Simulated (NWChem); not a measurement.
System: BeHSeCl; SMILES [Cl][Be][SeH]

Here is an NWChem input.

```
start job
memory heap 200 mb stack 900 mb global 1100 mb
geometry units angstroms noautosym nocenter noautoz
  Be    -0.006111    -0.629793     0.000000
  Cl    -0.099451    -2.442996     0.000000
  Se     0.135483     1.391724     0.000000
  H     -1.334544     1.495696     0.000000
end
basis spherical
  * library def2-svpd
end
dft
  xc pbe0
  iterations 150
end
property
  response 1 0.0
end
task dft property
```

Output (shortened):

```
             Northwest Computational Chemistry Package (NWChem) 7.3.0
             --------------------------------------------------------

                             Geometry "geometry" -> ""
                             -------------------------

 Output coordinates in angstroms (scale by  1.889725989 to convert to a.u.)

  No.       Tag          Charge          X              Y              Z
 ---- ---------------- ---------- -------------- -------------- --------------
    1 Be                   4.0000    -0.00611100    -0.62979300     0.00000000
    2 Cl                  17.0000    -0.09945100    -2.44299600     0.00000000
    3 Se                  34.0000     0.13548300     1.39172400     0.00000000
    4 H                    1.0000    -1.33454400     1.49569600     0.00000000

 Effective nuclear repulsion energy (a.u.)     150.1785792709

                              NWChem Property Module
                              ----------------------

                                 NWChem DFT Module
                                 -----------------

 Summary of "ao basis" -> "ao basis" (spherical)
 ------------------------------------------------------------------------------
       Tag                 Description            Shells   Functions and Types
 ---------------- ------------------------------  ------  ---------------------
 Be                        def2-svpd                 6       12   3s3p
 Cl                        def2-svpd                11       27   5s4p2d
 Se                        def2-svpd                15       41   6s5p4d
 H                         def2-svpd                 4        8   2s2p

            General Information
            -------------------
          SCF calculation type: DFT
          Wavefunction type:  closed shell.
          No. of atoms     :     4
          No. of electrons :    56
           Alpha electrons :    28
            Beta electrons :    28
          Charge           :     0
          Spin multiplicity:     1
          Use of symmetry is: off; symmetry adaption is: off
          Maximum number of iterations: 150
          AO basis - number of functions:    88
                     number of shells:    36
          Convergence on energy requested:  1.00D-06
          Convergence on density requested:  1.00D-05
          Convergence on gradient requested:  5.00D-04

              XC Information
              --------------
                         PBE0 Method XC Functional
                     Hartree-Fock (Exact) Exchange  0.250
          PerdewBurkeErnzerhof Exchange Functional  0.750
            Perdew 1991 LDA Correlation Functional  1.000 local
           PerdewBurkeErnz. Correlation Functional  1.000 non-local

             Grid Information
             ----------------
          Grid used for XC integration:  medium
          Radial quadrature: Mura-Knowles
          Angular quadrature: Lebedev.
          Tag              B.-S. Rad. Rad. Pts. Rad. Cut. Ang. Pts.
          ---              ---------- --------- --------- ---------
          Be                  1.05       49          12.0       434
          Cl                  1.00       88          14.0       590
          Se                  1.15      112          13.0       590
          H                   0.35       45          13.0       434
          Grid pruning is: on
          Number of quadrature shells:   294
          Spatial weights used:  Erf1

      Superposition of Atomic Density Guess
      -------------------------------------

 Sum of atomic energies:       -2873.89646085

      Non-variational initial energy
      ------------------------------

 Total energy =   -2874.582438
 1-e energy   =   -4295.858930
 2-e energy   =    1271.097913
 HOMO         =      -0.314800
 LUMO         =      -0.001228

   convergence    iter        energy       DeltaE   RMS-Dens  Diis-err
 ---------------- ----- ----------------- --------- --------- ---------
 d= 0,ls=0.0,diis     1  -2876.2579993838 -3.03D+03  1.23D-02  3.12D-01
 d= 0,ls=0.0,diis     2  -2876.2761010863 -1.81D-02  6.10D-03  1.79D-01
 d= 0,ls=0.0,diis     3  -2876.3010181437 -2.49D-02  1.51D-03  1.45D-02
 d= 0,ls=0.0,diis     4  -2876.3033487925 -2.33D-03  3.08D-04  3.38D-04
 d= 0,ls=0.0,diis     5  -2876.3034078491 -5.91D-05  6.17D-05  3.07D-05
  Resetting Diis
 d= 0,ls=0.0,diis     6  -2876.3034123602 -4.51D-06  1.42D-05  8.74D-07
 d= 0,ls=0.0,diis     7  -2876.3034124867 -1.26D-07  4.07D-06  3.58D-08

         Total DFT energy =    -2876.303412486717
      One electron energy =    -4298.010602099970
           Coulomb energy =     1389.742654029958
    Exchange-Corr. energy =     -118.214043687642
 Nuclear repulsion energy =      150.178579270938

 Numeric. integr. density =       56.000014073861

                       DFT Final Molecular Orbital Analysis
                       ------------------------------------

 Vector   26  Occ=2.000000D+00  E=-3.607933D-01
              MO Center= -1.2D-01, -2.2D+00,  2.6D-08, r^2= 1.8D+00
   Bfn.  Coefficient  Atom+Function         Bfn.  Coefficient  Atom+Function
  ----- ------------  ---------------      ----- ------------  ---------------
    24      0.585511  2 Cl px                21      0.453310  2 Cl px
    18      0.262598  2 Cl px                 4     -0.121654  1 Be px
    27      0.087642  2 Cl px                53      0.080071  3 Se py
    56      0.075104  3 Se py                 5      0.068298  1 Be py
    50     -0.052122  3 Se py                 8      0.046726  1 Be py

 Vector   27  Occ=2.000000D+00  E=-3.446526D-01
              MO Center=  1.2D-01,  1.1D+00,  1.9D-08, r^2= 2.4D+00
   Bfn.  Coefficient  Atom+Function         Bfn.  Coefficient  Atom+Function
  ----- ------------  ---------------      ----- ------------  ---------------
    53      0.414650  3 Se py                56      0.385843  3 Se py
     5      0.281640  1 Be py                50     -0.268220  3 Se py
    43      0.251748  3 Se s                  2     -0.205095  1 Be s
    42     -0.157133  3 Se s                 52      0.146257  3 Se px
     8      0.145086  1 Be py                45     -0.143169  3 Se s

 Vector   28  Occ=2.000000D+00  E=-2.771901D-01
              MO Center=  7.9D-02,  1.1D+00, -4.0D-09, r^2= 2.3D+00
   Bfn.  Coefficient  Atom+Function         Bfn.  Coefficient  Atom+Function
  ----- ------------  ---------------      ----- ------------  ---------------
    57      0.548734  3 Se pz                54      0.484568  3 Se pz
    51     -0.307487  3 Se pz                 6     -0.136971  1 Be pz
    26     -0.126208  2 Cl pz                48      0.099788  3 Se pz
    23     -0.084551  2 Cl pz                60      0.056315  3 Se pz
    20     -0.049065  2 Cl pz                29     -0.033482  2 Cl pz

 Vector   29  Occ=0.000000D+00  E=-3.765740D-02
              MO Center=  1.4D-01, -1.2D-01, -3.4D-09, r^2= 4.5D+00
   Bfn.  Coefficient  Atom+Function         Bfn.  Coefficient  Atom+Function
  ----- ------------  ---------------      ----- ------------  ---------------
     4      0.515973  1 Be px                 3     -0.424363  1 Be s
     7     -0.309669  1 Be px                17      0.302403  2 Cl s
    10     -0.240739  1 Be px                81     -0.239612  4 H  s
    82     -0.236821  4 H  s                 24      0.221073  2 Cl px
     8      0.208229  1 Be py                27      0.192950  2 Cl px

 Vector   30  Occ=0.000000D+00  E=-2.177178D-02
              MO Center= -6.6D-01, -1.2D-01, -2.0D-07, r^2= 7.9D+00
   Bfn.  Coefficient  Atom+Function         Bfn.  Coefficient  Atom+Function
  ----- ------------  ---------------      ----- ------------  ---------------
     3      1.635024  1 Be s                 17     -1.309616  2 Cl s
    45      0.912139  3 Se s                  8     -0.653226  1 Be py
    28     -0.565016  2 Cl py                11     -0.288928  1 Be py
    43     -0.288339  3 Se s                 44     -0.255070  3 Se s
     2      0.241746  1 Be s                 16     -0.236259  2 Cl s

 Vector   31  Occ=0.000000D+00  E=-1.243528D-02
              MO Center=  7.3D-03, -4.1D-01,  2.0D-07, r^2= 4.7D+00
   Bfn.  Coefficient  Atom+Function         Bfn.  Coefficient  Atom+Function
  ----- ------------  ---------------      ----- ------------  ---------------
     6      0.572753  1 Be pz                12     -0.477277  1 Be pz
     9     -0.347495  1 Be pz                60      0.283939  3 Se pz
    57      0.269960  3 Se pz                29      0.243456  2 Cl pz
    26      0.239627  2 Cl pz                54      0.184824  3 Se pz
    23      0.155247  2 Cl pz                77      0.115384  3 Se d -1

     Multipole analysis of the density
     ---------------------------------

     L   x y z        total         alpha         beta         nuclear
     -   - - -        -----         -----         ----         -------
     0   0 0 0     -0.000000    -28.000000    -28.000000     56.000000

     1   1 0 0     -0.192471     -1.567167     -1.567167      2.941863
     1   0 1 0      0.246530     -4.378259     -4.378259      9.003048
     1   0 0 1     -0.000000     -0.000000     -0.000000      0.000000

     2   2 0 0    -25.743133    -17.466432    -17.466432      9.189732
     2   1 1 0     -1.139884    -15.854960    -15.854960     30.570036
     2   1 0 1     -0.000000     -0.000000     -0.000000      0.000000
     2   0 2 0    -31.061884   -321.103376   -321.103376    611.144867
     2   0 1 1     -0.000000     -0.000000     -0.000000      0.000000
     2   0 0 2    -28.969440    -14.484720    -14.484720      0.000000

 *** CALLING NEW AORESP DRIVER FOR CLOSED AND OPEN SHELLS ***
 Entering AOResponse driver routine

--------------------------------------------------------------------------------

          -----------------------------------------------
          Solving response equations for perturbing field
          -----------------------------------------------

 number of frequencies:     1
 frequency in a.u.:  0.0000000E+00
 Perturbing field: electric
 Using El. Dipole Length Gauge

 Setting up CPKS with frequency omega =      0.00000000 a.u.

 STATIC response

                                NWChem CPHF Module
                                ------------------

  scftype          =     RHF
  nclosed          =       28
  nopen            =        0
  variables        =     1680
  # of vectors     =        3
  tolerance        = 0.10D-03
  level shift      = 0.00D+00
  max iterations   =       50
  max subspace     =       30

 SCF residual:    2.2124346954902847E-004

Iterative solution of linear equations
  No. of variables     1680
  No. of equations        3
  Maximum subspace       30
        Iterations       50
       Convergence  1.0D-04

   iter   nsub   residual    time
   ----  ------  --------  ---------
     1      3    3.21D+00      27.0
     2      6    1.05D+00      32.9
     3      9    4.49D-01      38.9
     4     12    3.82D-02      49.0
     5     15    1.92D-02      59.1
     6     18    3.49D-03      69.2
     7     21    4.03D-04      79.3
     8     24    9.60D-05      89.1

 Electric Dipole Response Matrix (nonzero elements):

              1        2        3
    1   48.6823   0.7124  -0.0000
    2    0.7124  75.1704  -0.0000
    3   -0.0000  -0.0000  49.4977

 ------------------------------------------
 average:        57.78348 + I       0.00000

 DFT Linear Response polarizability / au
 Frequency  =       0.0000000 / au
              X              Y              Z
 -----------------------------------------------
 X      48.6823354      0.7124325     -0.0000001
 Y       0.7124448     75.1704124     -0.0000011
 Z      -0.0000001     -0.0000011     49.4976918
 -----------------------------------------------
 Eigenvalues =      48.6631874     75.1895604     49.4976918
 Isotropic   =      57.7834799
 Anisotropic =      26.1191211
 -----------------------------------------------

 Magnetic Dipole Response Matrix (nonzero elements):

 Exiting AOResponse driver routine
```

Level: PBE0/def2-SVPD. Geometry: optimised at PBE0/def2-SVP.
